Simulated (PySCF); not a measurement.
## The halides of scandium, ScF₃ to ScI₃

Level: PBE0 in the def2-SVP basis family, computed in PySCF with density fitting; scalar-relativistic core potentials for atoms from Rb on, none lighter, no spin–orbit coupling; open shells unrestricted.

Each entry is the lowest minimum that a search over a few typed start shapes (and spin states, where more than one is plausible) found, or that minimum re-optimised at the stated level; isomers with ligand–ligand bonds, or fragments after loss of a ligand pair, can lie lower.

```tsv
molecule	2S+1	point group	mean bond to Sc (Å)	polar-tensor charge of Sc	atomisation (kJ/mol)	lowest ω (cm⁻¹)
ScF₃	1	D3h	1.822	2.28	1878	50
ScCl₃	1	D3h	2.262	1.93	1444	60
ScI₃	?	?	?	?	?	?
```

Fill in the row of ScI₃.

2S+1: 1; point group: D3h; mean bond to Sc (Å): 2.633; polar-tensor charge of Sc: 1.71; atomisation (kJ/mol): 1077; lowest ω (cm⁻¹): 42.

The bond lengthens at every step; the largest change, 0.440 Å, falls between ScF₃ and ScCl₃ among the members listed.

The shape of ScI₃ rests on a mode under 45 cm⁻¹ and is not firmly settled.

Left out of the table are members whose search was unfinished or whose lowest solution was spin-contaminated, unstable, very soft or bonded differently.
